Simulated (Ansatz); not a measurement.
An input meant for Mg2Al4O8 (charge 0, triplet).

```yaml
crystal:
  periodic: [false, false, false]
  atoms:
    - {symbol: Mg, position_ang: [-1.846615, -0.906775, -0.394574]}
    - {symbol: Mg, position_ang: [-0.758474, 1.858343, -0.110058]}
    - {symbol: Al, position_ang: [-0.341323, -1.066523, -2.451441]}
    - {symbol: Al, position_ang: [1.165370, -0.750485, -0.467522]}
    - {symbol: Al, position_ang: [1.553114, 1.388239, 1.435068]}
    - {symbol: Al, position_ang: [-0.525337, -0.214915, 1.877506]}
    - {symbol: O, position_ang: [0.691821, 0.594966, 2.775767]}
    - {symbol: O, position_ang: [2.321277, 0.212184, 0.408254]}
    - {symbol: O, position_ang: [1.227476, -1.657748, -2.001257]}
    - {symbol: O, position_ang: [-1.941085, -1.608379, -2.211293]}
    - {symbol: O, position_ang: [0.702046, 2.703445, 0.745464]}
    - {symbol: O, position_ang: [-0.256694, 0.376945, -1.316157]}
    - {symbol: O, position_ang: [-1.871501, 0.539116, 1.011509]}
    - {symbol: O, position_ang: [-0.120064, -1.468414, 0.698725]}
basis:
  gaussian: {orbitals: STO-3G}
magnetization: {spin_polarized: true, initial_magnetization: 2}
hamiltonian: {xc: {name: r2SCAN}, dispersion: d4}
multiplicity: 3
output: {forces: true}
```

```sh
$ ansatz run in.yaml --threads 6 --pin off --events-out ev --progress --plain --max-ram 7833MiB
```

Output, abridged:

```
Error: YAML parse error: error: line 22 column 1: unknown field `multiplicity`, expected one of crystal, accuracy, basis, kpoints, hamiltonian, magnetization, projection, total_charge, correlation, batch, efield, external_charges, scf, relax, neb, saddle, md, ramp, phonons, dielectric, real_time, elastic, magnetic_configurations, gw, evaluate, workflow, output, checkpoint, execution
20 | magnetization: {spin_polarized: true, initial_magnetization: 2}
21 | hamiltonian: {xc: {name: r2SCAN}, dispersion: d4}
22 | multiplicity: 3
23 | output: {forces: true}
```

Q: Something in this input is off. What?

A: The input holds a key that doesn't belong there (the spin goes under magnetization). The program refused the input.
